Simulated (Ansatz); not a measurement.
Reaction (substitution at a C–C bond): `C=CCO` + `[OH][SnH3]` → `OC[O][SnH3]` + ethylene

Calculated with Ansatz (gas phase, PBE0-D4/def2-TZVP geometries, no zero-point term in ΔE). CBS: MP2 limit from def2 TZ/QZ plus the TZ coupled-cluster correction, frozen cores. This one scheme is used for every species. Functionals use def2-TZVPP. B3LYP here is the variant with VWN-RPA as its local correlation; programs differ in this. Elements past krypton have def2 core potentials. For Sn outer-core shells are correlated without core-valence functions, which leaves a few kJ/mol of doubt a bond. One conformer a species, not always the lowest.

(1) Is it downhill or uphill in electronic energy at CCSD(T)/CBS, and by how much? (Best estimate.)

(2) What do these levels give: B3LYP-D4, ωB97X-V, HF/def2-TZVPP, CCSD/def2-TZVPP, SCS-MP2/def2-QZVPP, HF/CBS(def2)? (An estimate is asked.)

Largest T1 diagnostic among the species: 0.014.

Results:

(1) Computed: Uphill: ΔE = +0.31 eV.

(2) The calculation gave: B3LYP-D4 0.27, ωB97X-V 0.28, HF/def2-TZVPP 0.23, CCSD/def2-TZVPP 0.29, SCS-MP2/def2-QZVPP 0.33, HF/CBS(def2) 0.23 eV.

In def2-TZVPP, CCSD(T) changes the Hartree–Fock value by +0.06 eV (the triples alone add +0.00 eV) and MP2 by +0.12 eV.
